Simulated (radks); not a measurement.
Species: Os V. Configuration: [Xe] 4f14 5d3 6s1 (not the ground configuration).

Calculated with a radial shooting solver on a logarithmic mesh with Libxc functionals: Dirac Kohn-Sham, PBE, spin-unpolarised, spherical densities, finite nucleus; open shells fill j = l - 1/2 first; Fermi nuclear charge, rms radius 5.4126 fm.

Energy parts (hartree):
| part | energy |
|---|---|
| total | -17274.8637 |
| kinetic | 19599.7918 |
| electron-nucleus | -43146.3950 |
| Hartree | 6610.9214 |
| exchange-correlation | -339.1819 |

Orbitals (lengths in bohr, moments of r in powers of bohr; r(max) is where P^2 peaks; r(90%) holds 90 % of the orbital's charge):
| orbital | occ. | eigenvalue (hartree) | <1/r> | <r^2> | r(max) | r(90%) |
|---|---|---|---|---|---|---|
| 1s1/2 | 2 | -2711.563 | 90.41 | 0.0004336 | 0.01103 | 0.0323 |
| 2s1/2 | 2 | -473.4532 | 22.09 | 0.006586 | 0.06360 | 0.116 |
| 2p1/2 | 2 | -453.4730 | 22.06 | 0.004685 | 0.04710 | 0.102 |
| 2p3/2 | 4 | -397.2049 | 18.31 | 0.005880 | 0.05415 | 0.113 |
| 3s1/2 | 2 | -111.5785 | 8.111 | 0.04290 | 0.1790 | 0.284 |
| 3p1/2 | 2 | -102.6175 | 8.027 | 0.03926 | 0.1674 | 0.276 |
| 3p3/2 | 4 | -90.34639 | 7.056 | 0.04577 | 0.1818 | 0.297 |
| 3d3/2 | 4 | -75.30113 | 6.951 | 0.03533 | 0.1421 | 0.270 |
| 3d5/2 | 6 | -72.64274 | 6.725 | 0.03711 | 0.1461 | 0.276 |
| 4s1/2 | 2 | -24.98890 | 3.417 | 0.2106 | 0.4053 | 0.620 |
| 4p1/2 | 2 | -21.22383 | 3.308 | 0.2162 | 0.4044 | 0.634 |
| 4p3/2 | 4 | -18.34159 | 2.970 | 0.2505 | 0.4344 | 0.682 |
| 4d3/2 | 4 | -12.15557 | 2.760 | 0.2696 | 0.4295 | 0.722 |
| 4d5/2 | 6 | -11.62159 | 2.681 | 0.2822 | 0.4389 | 0.739 |
| 5s1/2 | 2 | -5.15440 | 1.361 | 1.115 | 0.9123 | 1.43 |
| 5p1/2 | 2 | -3.97616 | 1.240 | 1.316 | 0.9696 | 1.56 |
| 4f5/2 | 6 | -3.79071 | 2.262 | 0.3724 | 0.4032 | 0.898 |
| 4f7/2 | 8 | -3.68727 | 2.230 | 0.3834 | 0.4079 | 0.911 |
| 5p3/2 | 4 | -3.50615 | 1.126 | 1.541 | 1.048 | 1.69 |
| 5d3/2 | 3 | -1.89643 | 0.8657 | 2.545 | 1.265 | 2.22 |
| 5d5/2 | 0 | -1.84238 | 0.8425 | 2.670 | 1.296 | 2.28 |
| 6s1/2 | 1 | -1.55789 | 0.5640 | 5.859 | 2.124 | 3.25 |
| 6p1/2 | 0 | -1.25463 | 0.4969 | 7.484 | 2.390 | 3.68 |
| 6p3/2 | 0 | -1.17099 | 0.4646 | 8.464 | 2.561 | 3.90 |
| 7s1/2 | 0 | -0.73550 | 0.3038 | 20.80 | 4.281 | 6.01 |

The highest occupied level is 6s1/2 at -42.392 eV. The configuration is held as typed, so some empty levels lie below it. The electron density at the nucleus is 1.675e+06 e/bohr^3.
